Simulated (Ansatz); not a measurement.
C3H8AlF, SMILES `C[CH2][Al]([CH3])[F]`. The species carries charge 0 and has multiplicity 1. All single points use the PBE0-D4/def2-TZVP geometry. It is one conformer, not always the lowest.

```xyz
13

C    -0.178   -0.280    1.763
C    -0.276    0.987    0.914
Al    0.001    0.738   -1.002
C     0.399   -0.953   -1.874
F    -0.118    2.090   -1.955
H    -0.341   -0.078    2.826
H     0.804   -0.754    1.674
H    -0.916   -1.029    1.463
H    -1.254    1.466    1.053
H     0.445    1.738    1.263
H     0.560   -0.839   -2.948
H    -0.419   -1.668   -1.732
H     1.292   -1.418   -1.445
```

(1) What is the dipole moment at ωB97M-V/def2-TZVPP? (Estimate.)

(2) And with PBE, r2SCAN, B3LYP? (Estimate.)

(3) Give the Mulliken charges with ωB97M-V, PBE, B3LYP in def2-TZVPP. (Estimate.)

Answers

(1) Ansatz gave: 1.80 D, with components (0.12, -1.43, 1.10) D in this frame, pointing from negative to positive charge.

(2) The calculation gave: PBE 1.82 D, r2SCAN 1.81 D, B3LYP 1.84 D.

(3) Computed: 
```csv
atom,ωB97M-V,PBE,B3LYP
C1,-0.31,-0.24,-0.24
C2,-0.37,-0.27,-0.29
Al3,0.70,0.58,0.67
C4,-0.52,-0.43,-0.44
F5,-0.35,-0.32,-0.37
H6,0.11,0.08,0.08
H7,0.10,0.08,0.08
H8,0.10,0.08,0.08
H9,0.10,0.08,0.07
H10,0.10,0.08,0.07
H11,0.12,0.11,0.10
H12,0.11,0.10,0.09
H13,0.11,0.10,0.09
```

B3LYP here is the variant with VWN-RPA as its local correlation; programs differ in this.
